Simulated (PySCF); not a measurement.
PySCF input file for tetramethylammonium (C4H12N), SMILES C[N+](C)(C)C, charge +1, KT2/pcSseg-1. Geometry: B3LYP-D3(BJ)/def2-SVP.

```python
import numpy as np
from pyscf import gto, scf, dft
from pyscf.prop.nmr import rks as nmr

mol = gto.M(
    atom='''
    C     0.86784335    0.86784335   -0.86784335
    N    -0.00000000    0.00000000   -0.00000000
    C    -0.86784335    0.86784334    0.86784335
    C    -0.86784335   -0.86784335   -0.86784335
    C     0.86784335   -0.86784335    0.86784335
    H     0.22650344    1.49692370   -1.49692371
    H     1.49692370    0.22650344   -1.49692370
    H     1.49692370    1.49692370   -0.22650344
    H    -1.49692370    0.22650344    1.49692370
    H    -1.49692371    1.49692370    0.22650344
    H    -0.22650344    1.49692370    1.49692370
    H    -1.49692370   -0.22650345   -1.49692370
    H    -0.22650344   -1.49692370   -1.49692369
    H    -1.49692370   -1.49692370   -0.22650344
    H     1.49692370   -1.49692370    0.22650344
    H     1.49692370   -0.22650344    1.49692370
    H     0.22650344   -1.49692369    1.49692370
    ''',
    basis='pcSseg-1',
    charge=1,
    spin=0,
    max_memory=1600,
    verbose=3,
)
mf = dft.RKS(mol, xc='kt2')
mf.grids.level = 3
mf.conv_tol = 1e-10
mf.max_cycle = 100
mf.kernel()
n = nmr.NMR(mf)
n.verbose = 2
n.max_cycle_cphf = 60
sigma = n.kernel()
print('atom   isotropic/ppm   span/ppm')
for i, s in enumerate(sigma):
    w = np.linalg.eigvalsh((s + s.T) / 2)
    print(f'{mol.atom_symbol(i):2s}{i + 1:3d} {w.mean():14.3f} {w[2] - w[0]:11.3f}')
```

Log of the run:

```
converged SCF energy = -217.74740144733
atom   isotropic/ppm   span/ppm
C   1        124.643      86.905
N   2        183.310       0.000
C   3        124.643      86.905
C   4        124.643      86.905
C   5        124.643      86.905
H   6         28.058       8.994
H   7         28.058       8.994
H   8         28.058       8.994
H   9         28.058       8.994
H  10         28.058       8.994
H  11         28.058       8.994
H  12         28.058       8.994
H  13         28.058       8.994
H  14         28.058       8.994
H  15         28.058       8.994
H  16         28.058       8.994
H  17         28.058       8.994
```

Self-consistency was reached.

Cost: very roughly 60 core-seconds.
